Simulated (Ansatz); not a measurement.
Job for Ansatz (an electronic-structure program): R-B3LYP-D3(BJ)/def2-TZVP on CdH3N (SMILES [NH2][CdH]). Elements past Kr take the def2 small-core potentials; no spin–orbit coupling.

Ansatz 0.2 input:
```yaml
crystal:
  periodic: [false, false, false]
  atoms:
    - {symbol: Cd, position_ang: [-0.58587540, -0.06032509, -0.91298276]}
    - {symbol: H, position_ang: [-1.66911184, -0.32029342, -2.16203293]}
    - {symbol: N, position_ang: [0.70880287, 0.21350430, 0.60285587]}
    - {symbol: H, position_ang: [1.07309050, -0.62310316, 1.08323774]}
    - {symbol: H, position_ang: [0.44620828, 0.80509064, 1.36031496]}
basis:
  gaussian:
    orbitals: def2-TZVP
hamiltonian:
  xc: b3lyp
  dispersion: d3bj
relax: {f_tol: 0.003, max_steps: 120}
```

Program output:

```
WARN ansatz: RAYON_NUM_THREADS=1 ignored (pool sized by the plan → 1); use --threads N
Functional definition: B3LYP
integrals: 0.02 GiB planned
685 factors; their error is unknown
mean field: 0.22 GiB planned
mean field evaluation 1: about -6096.1351 eV, gradient 7.1e1 eV
mean field evaluation 2: about -6041.4516 eV, gradient 1.4e2 eV
mean field evaluation 4: about -6105.6176 eV, gradient 1.0e1 eV
mean field evaluation 8: about -6105.7810 eV, gradient 1.1e-1 eV
mean field evaluation 16: about -6105.8414 eV, gradient 3.5e-4 eV
mean field -6105.84137579 eV, -224.3855318723 hartree, gradient 5.6e-5 eV, S^2 0.000000; 0 other end points of the search recorded, 0 dependent functions left out
the calculation of the forces begins
reference -6105.84159559 eV, -224.3855399498 hartree; 15, 15 occupied and 74, 74 virtual orbitals, 685 factors
relax step   1: F+E_penalty+E_count = -6105.95572594 eV  Δ(F+E_penalty+E_count) = +0.000e0 eV  max|allowed force component| = 1.007e0 eV/Å  Δτ_max = 0.0000 Å  (27 SCF iters, accepted)
these checks for a lower state are left out or cut short: starts, cluster_reference, orbital_swaps, neighbouring_geometries, increment
integrals: 0.02 GiB planned
685 factors; their error is unknown
mean field: 0.22 GiB planned
mean field -6105.88204274 eV, -224.3870263550 hartree, gradient 7.5e-6 eV, S^2 0.000000; 0 other end points of the search recorded, 0 dependent functions left out
the calculation of the forces begins
reference -6105.88226271 eV, -224.3870344388 hartree; 15, 15 occupied and 74, 74 virtual orbitals, 685 factors
relax step   2: F+E_penalty+E_count = -6105.99660090 eV  Δ(F+E_penalty+E_count) = -4.087e-2 eV  max|allowed force component| = 3.110e-1 eV/Å  Δτ_max = 0.0763 Å  (31 SCF iters, accepted)
these checks for a lower state are left out or cut short: starts, cluster_reference, orbital_swaps, neighbouring_geometries, increment
integrals: 0.02 GiB planned
685 factors; their error is unknown
mean field: 0.22 GiB planned
mean field evaluation 32: about -6105.8862 eV, gradient 2.5e-5 eV
mean field -6105.88620905 eV, -224.3871794644 hartree, gradient 2.5e-5 eV, S^2 0.000000; 0 other end points of the search recorded, 0 dependent functions left out
the calculation of the forces begins
reference -6105.88642894 eV, -224.3871875452 hartree; 15, 15 occupied and 74, 74 virtual orbitals, 685 factors
relax step   3: F+E_penalty+E_count = -6106.00084898 eV  Δ(F+E_penalty+E_count) = -4.248e-3 eV  max|allowed force component| = 9.001e-2 eV/Å  Δτ_max = 0.0161 Å  (30 SCF iters, accepted)
these checks for a lower state are left out or cut short: starts, cluster_reference, orbital_swaps, neighbouring_geometries, increment
integrals: 0.02 GiB planned
685 factors; their error is unknown
mean field: 0.22 GiB planned
mean field -6105.88643958 eV, -224.3871879363 hartree, gradient 2.5e-5 eV, S^2 0.000000; 0 other end points of the search recorded, 0 dependent functions left out
the calculation of the forces begins
reference -6105.88665948 eV, -224.3871960173 hartree; 15, 15 occupied and 74, 74 virtual orbitals, 685 factors
relax step   4: F+E_penalty+E_count = -6106.00109141 eV  Δ(F+E_penalty+E_count) = -2.424e-4 eV  max|allowed force component| = 3.169e-3 eV/Å  Δτ_max = 0.0055 Å  (31 SCF iters, accepted)
these checks for a lower state are left out or cut short: starts, cluster_reference, orbital_swaps, neighbouring_geometries, increment
integrals: 0.02 GiB planned
685 factors; their error is unknown
mean field: 0.22 GiB planned
mean field -6105.88643452 eV, -224.3871877502 hartree, gradient 2.5e-5 eV, S^2 0.000000; 0 other end points of the search recorded, 0 dependent functions left out
the calculation of the forces begins
reference -6105.88665441 eV, -224.3871958308 hartree; 15, 15 occupied and 74, 74 virtual orbitals, 685 factors
relax step   5: F+E_penalty+E_count = -6106.00109351 eV  Δ(F+E_penalty+E_count) = -2.095e-6 eV  max|allowed force component| = 7.372e-4 eV/Å  Δτ_max = 0.0008 Å  (33 SCF iters, accepted)
integrals: 0.02 GiB planned
685 factors; their error is unknown
mean field: 0.22 GiB planned
mean field evaluation 64: about -6105.8864 eV, gradient 8.0e-2 eV
mean field -6105.88643452 eV, -224.3871877502 hartree, gradient 2.5e-5 eV, S^2 0.000000; 1 other end points of the search recorded, 0 dependent functions left out
the calculation of the forces begins
reference -6105.88665441 eV, -224.3871958308 hartree; 15, 15 occupied and 74, 74 virtual orbitals, 685 factors
Total energy: -6106.00131339 eV, -224.3914094708 hartree
Atom 0 at    -0.620136    -0.099002    -0.870865 Å, force    -0.000292    -0.000082    -0.000737 eV/Å
Atom 1 at    -1.636246    -0.294615    -2.163801 Å, force    -0.000225    -0.000048    -0.000026 eV/Å
Atom 2 at     0.734697     0.210191     0.607008 Å, force     0.000559     0.000087     0.000555 eV/Å
Atom 3 at     1.072082    -0.633773     1.055213 Å, force    -0.000024     0.000001     0.000056 eV/Å
Atom 4 at     0.422717     0.832071     1.343838 Å, force    -0.000018     0.000043     0.000151 eV/Å
Dipole moment:    -0.155908    -0.095694     0.135307 e Å
```

The calculation finished and met its thresholds.

Cost: about 8 core-seconds (a rough figure).
